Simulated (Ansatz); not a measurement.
Ansatz (a program for electronic structure) input (PBE/6-31G*):

Ansatz 0.2 input:
```yaml
crystal:
  periodic: [false, false, false]
  atoms:
    - {symbol: C, position_ang: [-0.00000000, -0.00000000, -1.56301822]}
    - {symbol: Br, position_ang: [0.00000000, 0.00000000, 0.26794598]}
basis:
  gaussian:
    orbitals: 6-31G*
hamiltonian:
  xc: {name: PBE}
total_charge: 1
```

Output:

```
WARN ansatz: RAYON_NUM_THREADS=1 ignored (pool sized by the plan → 1); use --threads N
Functional definition: PBE
integrals: 0.01 GiB planned
513 factors; their error is unknown
mean field: 0.09 GiB planned
mean field evaluation 1: about -71048.7189 eV, gradient 2.0e1 eV
mean field evaluation 2: about -71043.3632 eV, gradient 4.1e1 eV
mean field evaluation 4: about -71049.4474 eV, gradient 1.1e1 eV
mean field evaluation 8: about -71049.8011 eV, gradient 1.6e-1 eV
mean field -71049.80112286 eV, -2611.0320319803 hartree, gradient 6.1e-5 eV, S^2 0.000000; 0 other end points of the search recorded, 0 dependent functions left out
reference -71049.80114332 eV, -2611.0320327321 hartree; 20, 20 occupied and 30, 30 virtual orbitals, 513 factors
Total energy: -71049.80114332 eV, -2611.0320327321 hartree
```

The dipole moment of an ion depends on the origin.
